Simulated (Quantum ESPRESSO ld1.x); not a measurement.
Task: The mean radii <r> (bohr) of the occupied orbitals of an atom or ion are listed with their occupations. Calculated with ld1.x of Quantum ESPRESSO 7.5: Dirac Kohn-Sham, relativistic LDA (MacDonald-Vosko exchange, VWN5 correlation), spin-unpolarised, spherical densities, point nucleus.

orbital  occ.      <r>
1s1/2       2  0.09723
2s1/2       2   0.4790
2p1/2       2   0.4387
2p3/2       4   0.4410
3s1/2       2    1.465

Name the element and its charge. Open shells, if any, fill j = l - 1/2 first.

Result: Z = 16, sulfur, charge +4: S4+ in [Ne] 3s2. The 1s radius gives Z: for a bare nucleus <r> = (2 gamma + 1)/(2Z) with gamma = sqrt(1 - (Z/c)^2), 0.09332 bohr for Z = 16, and screening makes it slightly larger (0.09723 here). The occupations add up to 12, and the charge is Z minus that.
